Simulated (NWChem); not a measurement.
Molecule: GaH3S2; SMILES [SH][GaH][SH]

```xyz
6

Ga     0.0000     0.0000    -0.5620
H      0.0000     0.0000    -2.1208
S     -1.8448     0.0000     0.6383
H     -2.6572     0.0000    -0.4417
S      1.8448     0.0000     0.6383
H      2.6572     0.0000    -0.4417
```
Atoms are numbered in this order, from 1.

Structure relaxed at the PBE0/def2-SVP level.

Symmetry labels are those of C2v in the frame above (b1 and b2, or b-type labels, depend on it).

Question: List the 4 lowest vertical singlet excitations from B3LYP/def2-SVPD, TDA (NWChem).

Answer: 
```csv
state,energy (eV),oscillator strength,symmetry,leading excitation (squared amplitude)
S1,5.23,0.098,b1,HOMO → LUMO (0.92)
S2,5.46,0.000,a2,HOMO → LUMO+1 (0.95)
S3,5.76,0.000,a2,HOMO → LUMO+2 (0.90)
S4,5.85,0.016,a1,HOMO−1 → LUMO (0.90)
```
